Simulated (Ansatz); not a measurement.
A nudged elastic band was laid between two geometries of a periodic cell of 17 atoms, LiSi16 (host Si, host structure diamond, interstitial Li), cell charge +1.

Theory: DFT r2SCAN-D3(BJ), scalar-relativistic, plane waves, PAW (Ansatz). Settings: cutoff 500 eV, k mesh 2x2x2, fermi-dirac smearing 0.05 eV, no spin polarisation.

- movable images: 5
- climbing image: yes
- spring: 5.0 eV/Å²
- optimiser: quadratic models (default)
- start path: straight line
- force threshold: 0.05 eV/Å
- iteration limit: 7
- end points: relaxed

First end point:

```xyz
17
Lattice="0.0000 5.4300 5.4300 5.4300 0.0000 5.4300 5.4300 5.4300 0.0000" Properties=species:S:1:pos:R:3
Si 0.037 0.058 0.040
Si 1.403 1.385 1.406
Si 2.730 2.752 0.040
Si 4.084 4.134 1.421
Si 2.752 0.037 2.755
Si 4.101 1.386 4.104
Si 5.467 2.752 2.775
Si 6.833 4.118 4.103
Si 0.037 2.752 2.733
Si 1.419 4.134 4.087
Si 2.751 5.466 2.753
Si 4.082 6.798 4.086
Si 2.773 2.752 5.470
Si 4.100 4.118 6.836
Si 5.467 5.445 5.470
Si 6.848 6.799 6.851
Li 5.464 8.179 5.467
```

Last end point:

```xyz
17
Lattice="0.0000 5.4300 5.4300 5.4300 0.0000 5.4300 5.4300 5.4300 0.0000" Properties=species:S:1:pos:R:3
Si 0.022 -0.020 0.021
Si 1.400 1.343 1.400
Si 2.759 2.673 0.028
Si 4.089 4.031 1.400
Si 2.782 -0.009 2.781
Si 4.120 1.312 4.119
Si 5.441 2.650 2.781
Si 6.823 4.039 4.131
Si 0.029 2.673 2.758
Si 1.400 4.031 4.088
Si 2.759 5.403 2.758
Si 4.106 6.756 4.106
Si 2.782 2.650 5.440
Si 4.132 4.039 6.823
Si 5.455 5.406 5.455
Si 6.823 6.730 6.823
Li 6.838 9.454 6.837
```

Problem. Which bonds break or form, and what moves?

Solution. Contacts lost: Si3–Li17, Si9–Li17, Si12–Li17, Si15–Li17. Contacts made: Si5–Li17, Si8–Li17, Si14–Li17. The atom that moves furthest is Li17, by 2.32 Å.

Problem. What energy profile does the band end with?

Solution. The run converged. The highest image is number 3 of 0 to 6, 0.63 eV above the ends, which have the same energy within 2 meV. The order of the stationary point at the top wasn't checked. Limits of this set-up: charged cell in a uniform background, uncorrected.

| image | path coordinate (Å) | energy (eV) | Si3–Li17 (Å) | Si9–Li17 (Å) | Si12–Li17 (Å) |
| --- | --- | --- | --- | --- | --- |
| 0 | 0.00 | 0.00 | 2.73 | 2.73 | 2.39 |
| 1 | 0.42 | 0.12 | 2.93 | 2.93 | 2.59 |
| 2 | 0.84 | 0.45 | 3.21 | 3.21 | 2.97 |
| 3 | 1.26 | 0.63 | 3.53 | 3.53 | 3.39 |
| 4 | 1.68 | 0.45 | 3.86 | 3.86 | 3.82 |
| 5 | 2.10 | 0.12 | 4.21 | 4.21 | 4.28 |
| 6 | 2.52 | 0.00 | 4.48 | 4.48 | 4.67 |

Problem. What is the geometry of the highest image?

Solution. 
```xyz
17
Lattice="0.0000 5.4300 5.4300 5.4300 0.0000 5.4300 5.4300 5.4300 0.0000" Properties=species:S:1:pos:R:3
Si -0.012 0.065 -0.011
Si 1.369 1.366 1.370
Si 2.744 2.741 0.066
Si 4.044 4.122 1.446
Si 2.673 -0.081 2.674
Si 4.018 1.264 4.019
Si 5.418 2.664 2.820
Si 6.798 4.045 4.121
Si 0.065 2.741 2.745
Si 1.445 4.122 4.046
Si 2.845 5.522 2.847
Si 4.191 6.867 4.192
Si 2.819 2.664 5.419
Si 4.119 4.045 6.800
Si 5.495 5.420 5.496
Si 6.875 6.721 6.877
Li 6.147 8.823 6.148
```

Run time: 6.9 min on 2 CPU threads of a shared host.
